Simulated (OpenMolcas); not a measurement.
Which level was it?

SiHClF2: 5 atoms, total charge 0, spin state singlet. SMILES: `F[SiH](F)Cl`. The coordinates come from a PBE0-D4/def2-TZVP relaxation.

```tsv
atom	x (Å)	y (Å)	z (Å)
F	-0.3396	-0.6214	1.4201
Si	0.0959	-0.0002	0.0378
F	-0.0335	1.5668	0.1565
Cl	-1.1575	-0.6560	-1.4015
H	1.4846	-0.3630	-0.2542
```

A calculation with OpenMolcas 26.06 gave:

| Property | Result |
| --- | --- |
| total energy | -949.8311 Eh |
| dipole moment | 1.54 D |
| HOMO energy | -11.38 eV |
| LUMO energy | 0.74 eV |
| HOMO–LUMO gap | 12.11 eV |

Question: Which of these levels gave the numbers?
A. B2PLYP/6-311+G**
B. PBE/6-311+G**
C. SVWN5/6-311+G**
D. B3LYP/6-31G* (spherical functions)

Answer: A. The others give -949.7025 Eh (PBE/6-311+G**), -946.3406 Eh (SVWN5/6-311+G**), -950.1362 Eh (B3LYP/6-31G* (spherical functions)).
